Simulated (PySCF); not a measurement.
SMILES CNB(NC)NC (C₃H₁₂BN₃) at its GFN2-xTB optimised geometry (Å):

```
19

B     -0.3038    -0.4474     0.0000
N      1.1179    -0.4474     0.0000
C      1.9987    -1.5830     0.0917
H      1.6018     0.4064    -0.2187
H      1.5145    -2.3785     0.6569
H      2.9197    -1.3113     0.6144
H      2.2757    -1.9812    -0.8956
N     -1.0145     0.7839     0.0000
C     -0.4694     2.1156     0.0545
H     -2.0016     0.7728    -0.1914
H     -1.1488     2.7855     0.5884
H     -0.2940     2.5395    -0.9452
H      0.4786     2.1025     0.5908
N     -1.0143    -1.6782     0.0410
C     -2.4382    -1.8705     0.1366
H     -0.5164    -2.5307    -0.1502
H     -2.6642    -2.7855     0.6906
H     -2.9197    -1.9453    -0.8497
H     -2.8863    -1.0346     0.6725
```

Calculation: PBE0/def2-SVP in PySCF.

Map of the deformation density (molecule minus spherical neutral atoms) (e/bohr³) on the plane z = 1.0 Å:

```
|444444444444444444444444444|
|444444444444444444444444444|
|444444444444444444444444444|
|444444443333333444444444444|
|444444433222333344444444444|
|444444433123223334444444444|
|444444432256333233444444444|
|444444433255365123444444444|
|444444333210155123344444444|
|444444333210022233344444444|
|444444333343112233334444444|
|444443333465222333334444444|
|444443333455322333333444444|
|444333333333223454333334444|
|444332222221014664222333444|
|443321321122113432123223444|
|443326941135322110046223344|
|443336820256432111158323344|
|443323410255432237644333444|
|443324961134333227632333444|
|443324972223333212323334444|
|444332222233333322233344444|
|444332223333333333333444444|
|444433333344444444444444444|
|444444444444444444444444444|
|444444444444444444444444444|
|444444444444444444444444444|
```
Scale: ten equal steps from -0.013 (start of '0') to 0.018 (end of '9'), in the order '0123456789'; x runs from -5.00 to 5.00, y from -5.00 (bottom) to 5.00 (top).
